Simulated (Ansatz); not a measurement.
Ni₃H₄. Total charge 0; singlet. Geometry r2SCAN-D4/def2-SVP.

```xyz
7

Ni   -0.7189    1.2835   -0.2469
Ni    0.3098    0.2504    1.3483
Ni    0.3557   -0.6066   -0.7697
H     1.2387   -0.7334    0.6242
H    -0.1562    1.7796    1.2043
H    -1.1376   -0.1892   -0.5278
H     0.1086   -1.7843   -1.6325
```

HSE06 is defined as in plane-wave codes, on full-range PBE exchange. Another isomer (singlet) lies 0.59 eV lower at PBE0-D4/def2-TZVP; other spin states weren't run for this one.

Estimate the orbital energies around the gap (eV) in Ansatz with PBE-D4/def2-TZVP, r2SCAN-D4/def2-TZVP, r2SCANh-D4/def2-TZVP, PBE0-D4/def2-TZVP, HSE06-D4/def2-TZVP.


| orbital | PBE-D4/def2-TZVP | r2SCAN-D4/def2-TZVP | r2SCANh-D4/def2-TZVP | PBE0-D4/def2-TZVP | HSE06-D4/def2-TZVP |
| --- | --- | --- | --- | --- | --- |
| HOMO−5 | -5.08 | -5.24 | -5.87 | -6.80 | -6.37 |
| HOMO−4 | -5.01 | -5.06 | -5.66 | -6.64 | -6.22 |
| HOMO−3 | -4.85 | -4.96 | -5.62 | -6.57 | -6.15 |
| HOMO−2 | -4.78 | -4.92 | -5.57 | -6.55 | -6.13 |
| HOMO−1 | -4.67 | -4.80 | -5.46 | -6.35 | -5.94 |
| HOMO | -4.63 | -4.78 | -5.40 | -6.23 | -5.82 |
| LUMO | -4.36 | -4.23 | -3.87 | -3.37 | -3.74 |
| LUMO+1 | -3.62 | -3.54 | -3.20 | -2.69 | -3.06 |
| LUMO+2 | -2.51 | -2.27 | -1.93 | -1.60 | -1.96 |
| LUMO+3 | -1.29 | -0.93 | -0.60 | -0.38 | -0.74 |
| LUMO+4 | -0.60 | -0.31 | 0.03 | 0.34 | -0.02 |
| LUMO+5 | 0.92 | 1.24 | 1.60 | 1.89 | 1.52 |
